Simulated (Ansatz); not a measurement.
The cluster FeF3⁻. Total charge -1; triplet. Geometry PBE-D4/def2-TZVP, that of the neutral doublet; atoms count from 1.

| atom | x (Å) | y (Å) | z (Å) |
| --- | --- | --- | --- |
| Fe1 | -0.023 | 0.032 | -0.100 |
| F2 | 1.212 | -0.382 | -1.216 |
| F3 | 0.348 | -0.484 | 1.493 |
| F4 | -1.537 | 0.834 | -0.177 |

The charge -1 triplet is spin-contaminated (final ⟨S²⟩ up to 2.83, 2.00 for a pure state). The structure comes from a short search, and lower isomers may exist.

Estimate the Mulliken populations from the PBE0/def2-TZVPD orbitals of Ansatz.


```tsv
atom	charge (e)	spin (α − β)	d electrons
Fe1	1.33	1.88	6.29
F2	-0.78	0.05	–
F3	-0.77	0.03	–
F4	-0.78	0.05	–
```
Mulliken values and Mayer orders depend strongly on the basis. With diffuse functions, as here, like atoms can get unlike values, and bond orders can come out too low or too high.

Where does the spin sit?

Summed by element: Fe 1.88, F 0.12, of 2 unpaired in all. Largest on single atoms: Fe1 1.88, F2 0.05, F4 0.05.

And the Mayer bond orders between bonded heavy atoms (over 0.3)?

Fe1–F2 0.41 (1.72 Å); Fe1–F3 0.40 (1.71 Å); Fe1–F4 0.41 (1.72 Å).
